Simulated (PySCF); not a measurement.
# Diatomics of C with the fifth-period p block

PBE with triple-zeta basis sets in PySCF, for the lowest determinant that a PBE0 search found; no spin–orbit coupling. De refers to high-spin ground-configuration atoms. A positive dipole means M(−)C(+).

```json
{"M": "In", "basis": "x2c-TZVPPall", "state (unpaired electrons)": "quartet (σ ↑, π ↑↑)", "Re (Å)": "2.217", "ωe (cm⁻¹)": "454", "De (eV)": "3.18", "μ (D)": "-2.69"}
{"M": "Sn", "basis": "def2-TZVPP", "state (unpaired electrons)": "triplet (σ ↑, π ↑)", "Re (Å)": "2.013", "ωe (cm⁻¹)": "669", "De (eV)": "3.63", "μ (D)": "-2.66"}
{"M": "Te", "basis": "def2-TZVPP", "state (unpaired electrons)": "singlet (closed shell)", "Re (Å)": "1.907", "ωe (cm⁻¹)": "850", "De (eV)": "5.37", "μ (D)": "-2.56"}
{"M": "I", "basis": "def2-TZVPP", "state (unpaired electrons)": "doublet (π ↑)", "Re (Å)": "2.036", "ωe (cm⁻¹)": "631", "De (eV)": "3.54", "μ (D)": "-1.91"}
```

The shortest bond is that of TeC (1.907 Å), the longest that of InC (2.217 Å). TeC is bound most strongly (5.37 eV) and InC least (3.18 eV).

The rows differ in basis set, which adds steps of its own.

The state changes along the series, so neighbouring rows are not always alike in their bonding.

Spin–orbit coupling is left out, which matters for elements this heavy, above all for dissociation energies. States were picked by a PBE0 search and need not be the measured ground states.
